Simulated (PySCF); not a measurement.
# How methods differ on the ionisation energy of I⁺

I⁺ [Kr] 4d10 5s2 5p4 [5p1/2^2 5p3/2^2, M_J = 2] → I²⁺ [Kr] 4d10 5s2 5p3 [5p1/2^2 5p3/2^1, M_J = 3/2], as a difference of total energies. All numbers are calculated (PySCF 2.14, the two-component X2C-1e Hamiltonian, in x2c-SVPall-2c). Correlated levels: [Ar] 3d10 frozen; the 6 highest virtual spinors dropped. "Screened" scales the spin-orbit matrix elements by Boettger's factors to mimic the two-electron term; Breit and QED terms are absent.

```csv
method,ionisation energy (eV)
GHF (spin-free),17.665
GMP2 (spin-free),18.171
GHF (screened spin-orbit),18.010
GMP2 (screened spin-orbit),18.484
```

Problem. How much does correlation contribute at GMP2 (screened spin-orbit)?

Solution. 18.484 − (18.010) = 0.474 eV, measured against GHF (screened spin-orbit).

The spin-free rows relax to the high-spin LS determinant and lack the spin-orbit shift.

Errors of the correlated levels include the incompleteness of this basis and the frozen core.

The labels give the starting determinants; with spin-orbit coupling the two ends relaxed to ⟨J²⟩ = 6.02, ⟨L²⟩ = 2.36, ⟨S²⟩ = 1.86 and ⟨J²⟩ = 3.76, ⟨L²⟩ = 0.15, ⟨S²⟩ = 3.59.

For comparison: 19.131 eV (measured; NIST Atomic Spectra Database, ionization energies).
